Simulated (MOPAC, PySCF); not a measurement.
Ligands exchanged one at a time, Sn OH-OCH3. Gas-phase values, no solvent. One relaxed conformer stands for each flexible species; it need not be the lowest. Strings in code marks are SMILES.

Quantity: redistribution energy (mixed species minus the weighted end members), in kJ/mol. Semi-empirical values (MOPAC) are differences of heats of formation.

Level 1: PBE-D3(BJ)/def2-TZVP // PBE0-D4/def2-SVP (PySCF)
Level 2: BP86/6-31G* (LANL2DZ on Sn) // PBE0-D4/def2-SVP (PySCF)
Level 3: PBE/6-31G* (LANL2DZ on Sn) // PBE0-D4/def2-SVP (PySCF)
Level 4: PM3 // PBE0-D4/def2-SVP (MOPAC)

| species | level 1 | level 2 | level 3 | level 4 |
|---|---|---|---|---|
| 3 of 4 OH replaced by OCH3: `C[O][Sn]([OH])([O]C)[O]C` | -0.01 | -0.12 | -0.11 | 0.20 |
| 2 of 4 OH replaced by OCH3: `C[O][Sn]([OH])([OH])[O]C` | -0.27 | 0.61 | 0.77 | -0.34 |
| 1 of 4 OH replaced by OCH3: `[OH][Sn]([O]C)([OH])[OH]` | 0.00 | 0.23 | 0.25 | -0.04 |
